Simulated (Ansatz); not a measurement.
Na₂I₂⁺, that is (NaI)2 ring with one electron fewer. Charge 1, multiplicity 2. Geometry PBE0-D4/def2-SVP, that of the neutral singlet; atoms count from 1.

```
atom    x (Å)    y (Å)    z (Å)
 Na1   1.0044   1.0190  -0.9685
  I2   0.4526  -1.8106  -1.4356
 Na3  -1.0044  -1.0189   0.9684
  I4  -0.4526   1.8105   1.4357
```

In the def2 sets I takes a core potential; there is no spin–orbit coupling.

Question: Estimate the Mulliken populations from the PBE0/def2-TZVP orbitals of Ansatz.

Answer: 
```csv
atom,charge (e),spin (α − β)
Na1,0.65,-0.02
I2,-0.15,0.52
Na3,0.65,-0.02
I4,-0.15,0.52
```
Mulliken values and Mayer orders depend strongly on the basis.

Question: Where does the spin sit?

Answer: Summed by element: Na -0.04, I 1.04, of 1 unpaired in all. Largest on single atoms: I2 0.52, I4 0.52, Na3 -0.02.

Question: And the Mayer bond orders between bonded heavy atoms (over 0.3)?

Answer: Na1–I2 0.32 (2.92 Å); Na1–I4 0.32 (2.92 Å); I2–Na3 0.32 (2.92 Å); Na3–I4 0.32 (2.92 Å). Values over 0.3 also appear between atoms too far apart for a bond (I2–I4 0.46 at 4.71 Å); they arise where an orbital or an unpaired electron spreads over both atoms.
